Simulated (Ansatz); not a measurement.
Wavefunction ladder for FH6HfN3 (`[NH2][Hf]([NH2])([NH2])[F]`)

```xyz
11

N     0.888   -0.809    1.481
Hf    0.038    0.505    0.177
N     0.973    0.271   -1.618
N    -1.905   -0.056   -0.072
F     0.173    2.322    0.814
H     1.532   -1.546    1.233
H     0.810   -0.773    2.488
H     0.581   -0.192   -2.425
H     1.860    0.679   -1.877
H    -2.638    0.519   -0.462
H    -2.312   -0.918    0.261
```

Total charge 0; spin multiplicity 1. Correlated methods include outer-core shells of Hf, which these sets cover unevenly. Hf: def2 effective core potential. All single points use the PBE0-D4/def2-TZVP geometry. It is one conformer, not always the lowest. Frozen core, restricted reference, Ansatz.

| basis | HF (Eh) | MP2 corr. |
| --- | --- | --- |
| def2-SVP | -313.74987 | -0.93588 |
| def2-TZVPP | -314.10166 | -1.22927 |
| def2-QZVPP | -314.11554 | -1.34956 |

(1) Estimate the CCSD correlation energy and the (T) correction in each basis where they were run (hartree).

Answers

(1) 
```csv
basis,CCSD corr.,(T)
def2-SVP,-0.96313,-0.02672
def2-TZVPP,-1.24410,-0.04776
```
